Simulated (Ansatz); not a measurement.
## BCl2F (dichlorofluoroborane): the energy, rung by rung

The species is BCl2F (4 atoms), meant as a singlet with charge 0. As SMILES, `FB(Cl)Cl`. The coordinates come from a PBE0-D4/def2-TZVP relaxation.

| atom | x (Å) | y (Å) | z (Å) |
| --- | --- | --- | --- |
| F | 0.1144 | -1.1653 | -0.7812 |
| B | 0.0079 | -0.0806 | -0.0540 |
| Cl | -1.5495 | 0.3738 | 0.5714 |
| Cl | 1.4273 | 0.8721 | 0.2638 |

Quantity: the energy change with the F1–B2 bond stretched from 1.310 to 2.620 Å, in eV. The values are calculated.

| level | kind | program | value (eV) | less FCI/STO-3G |
| --- | --- | --- | --- | --- |
| revPBE/STO-3G (restricted) | GGA | Ansatz | 7.53 | +1.44 |
| BHLYP/STO-3G (restricted) | global hybrid | Ansatz | 9.12 | +3.03 |
| PBE0/STO-3G (restricted) | global hybrid | Ansatz | 8.51 | +2.42 |
| r2SCAN0/STO-3G (restricted) | hybrid meta-GGA | Ansatz | 8.74 | +2.65 |
| CAM-B3LYP/STO-3G (restricted) | range-separated hybrid | Ansatz | 8.81 | +2.72 |
| CCSDT(Q)/STO-3G (restricted) | coupled cluster or CI | Ansatz | 6.09 | 0.00 |
| CCSDT/STO-3G (restricted) | coupled cluster or CI | Ansatz | 6.10 | +0.01 |
| FCI/STO-3G | exact in the basis | Ansatz | 6.09 | 0.00 |

FCI/STO-3G is exact within its basis and frozen core, so for wave-function methods in that basis the difference is their error; functionals converge differently with the basis, so for them it is only a difference. The first shape isn't each level's own minimum. The values span 6.09 to 9.12 eV. All rows use very small basis sets, so none should be taken for the real molecule's value.
